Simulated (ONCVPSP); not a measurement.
mercury (Hg): one change to an ONCV potential, before and after

* Element: Hg (Z = 80)
* Generator: ONCVPSP 4.0.1
* Type: optimised norm-conserving Vanderbilt (ONCV)
* Functional: PBE
* Relativity: scalar-relativistic
* Frozen core: [Kr] 4d10 4f14
* Valence charge: 20
* Reference configuration: 5s2 5p6 5d10 6s2
* Partial waves: 5s+6s: rc 1.45 bohr, ncon 4, nbas 7, qcut 9.6 1/bohr, 2 projectors; 5p: rc 1.65 bohr, ncon 4, nbas 7, qcut 6.4 1/bohr, 2 projectors, debl 1.3 Ha; 5d: rc 1.70 bohr, ncon 4, nbas 8, qcut 8.6 1/bohr, 2 projectors, debl 2 Ha
* Local potential: polynomial inside 1.45 bohr (lpopt 1, dvloc0 0 Ha)
* Core correction: Teter function, fcfact 3, rcfact 1.1

In the p channel the program set the typed energies aside and used -2.444, 0.250 Ha.

Change: core correction Teter function, fcfact 3, rcfact 1.54.

Cutoffs: the cutoffs (Ha) at which the residual kinetic energy of the hardest occupied pseudo-wave falls to 1 and 0.1 mHa per electron; they do not see the model core or the augmentation charge, which bear on the density cutoff. Errors are all-electron minus pseudo energies relative to the spin-unpolarised reference configuration.

Predict the effect on cutoff, ghosts and configuration errors.

The potential gets neither clearly harder nor softer (32 Ha and 37 Ha → 32 Ha and 37 Ha); of the 4 tests that both files solve, the error grows in 3 and shrinks in 0 by more than 15 % and 0.3 meV (median size 15.9 → 19.6 meV); neither file shows a bound ghost. A model core, the more so a compact one, raises the density cutoff, which this test does not measure.

| quantity | base | changed |
| --- | --- | --- |
| cutoff, loose | 32 Ha | 32 Ha |
| cutoff, tight | 37 Ha | 37 Ha |
| bound ghosts | none | none |
| GHOST(+) flags under 300 eV | none | none |
| error for 5s2 5p6 5d10 6s1, meV [ΔE 10.69 eV] | -4.3 | -5.1 |
| error for 5s2 5p6 5d10 6s0, meV [ΔE 29.66 eV] | -13 | -17 |
| error for 5s2 5p6 5d9 6s0, meV [ΔE 65.19 eV] | -19 | -22 |
| error for 5s1 5p6 5d10 6s2, meV [ΔE 125.53 eV] | -263 | -278 |
| s: phases at 1.47 bohr within 0.05 rad from the reference energy up to (Ha; the scan ends near 5) | to the end of the scan | to the end of the scan |
| p: phases at 1.67 bohr within 0.05 rad from the reference energy up to (Ha; the scan ends near 5) | to the end of the scan | to the end of the scan |
| d: phases at 1.72 bohr within 0.05 rad from the reference energy up to (Ha; the scan ends near 5) | to the end of the scan | to the end of the scan |
| rms error of d²Exc/dni dnj with the model core, mHa | 2.60 | 1.03 |
